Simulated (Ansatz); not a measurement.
(HInSe)4 cubane (In₄H₄Se₄), relaxed as a singlet with RKS PBE-D4/def2-SVP in Ansatz, starting from the GFN2-xTB geometry. Force threshold 0.03 eV/Å.

In the def2 sets In takes a core potential; there is no spin–orbit coupling.

Start:

```csv
atom,x (Å),y (Å),z (Å)
In1,1.652,-1.054,-0.894
H2,2.970,-1.898,-1.608
Se3,1.688,1.666,-0.876
In4,-0.933,1.259,-1.479
H5,-1.681,2.267,-2.654
Se6,-0.845,-1.426,-1.909
In7,-1.438,-1.421,0.746
H8,-2.584,-2.557,1.340
Se9,1.096,-1.477,1.735
In10,0.720,1.216,1.626
H11,1.295,2.188,2.923
Se12,-1.939,1.237,1.051
```

```tsv
step	energy (eV)	largest force component (eV/Å)	SCF passes
1	-282098.3672	0.378	18
2 (rejected)	-282097.9204	0.883	22
3	-282098.4163	0.016	19
```

Force components are those of the run's own axes.

End:

```
atom    x (Å)    y (Å)    z (Å)
 In1   1.6749  -1.0691  -0.9072
  H2   3.0003  -1.9160  -1.6253
 Se3   1.6550   1.6332  -0.8591
 In4  -0.9468   1.2765  -1.4984
  H5  -1.6976   2.2882  -2.6825
 Se6  -0.8287  -1.3975  -1.8721
 In7  -1.4581  -1.4397   0.7564
  H8  -2.6110  -2.5810   1.3542
 Se9   1.0747  -1.4479   1.7010
In10   0.7299   1.2322   1.6492
 H11   1.3085   2.2087   2.9534
Se12  -1.9010   1.2122   1.0303
```

By distances, no bond broke or formed. The bond that changes most is In4–Se12, from 2.72 to 2.70 Å (atoms count from 1).

No frequencies were taken in this run, so the end may be a saddle point.

It took 13 s on 2 threads of AMD EPYC 7R13 on a shared host and a share (18 GiB) of an NVIDIA H100 80GB HBM3, peak host memory 0.89 GiB.
